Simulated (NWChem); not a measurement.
InHF₂; SMILES [F][InH][F]

```xyz
4

In     0.0000     0.0000    -0.2784
H      0.0000     0.0000    -1.9715
F     -1.5765     0.0000     0.8675
F      1.5765     0.0000     0.8675
```
Atoms are numbered in this order, from 1.

All runs use the structure optimised with PBE0/def2-SVP. def2 effective core potentials on In; no spin-orbit coupling.

Symmetry labels are those of C2v in the frame above (b1 and b2, or b-type labels, depend on it).

Q: List the 6 lowest vertical singlet excitations from PBE0/def2-SVP with def2 effective core potentials on In, TDA (NWChem).

A: 
| state | energy (eV) | oscillator strength | symmetry | leading excitation (squared amplitude) |
|---|---|---|---|---|
| S1 | 6.58 | 0.014 | b1 | HOMO−1 → LUMO (0.87) |
| S2 | 6.59 | 0.000 | a2 | HOMO−2 → LUMO (0.98) |
| S3 | 6.60 | 0.017 | b2 | HOMO → LUMO+1 (0.98) |
| S4 | 6.63 | 0.078 | a1 | HOMO → LUMO (0.77) |
| S5 | 6.81 | 0.000 | a2 | HOMO−1 → LUMO+1 (0.99) |
| S6 | 7.04 | 0.047 | b2 | HOMO−3 → LUMO (0.96) |
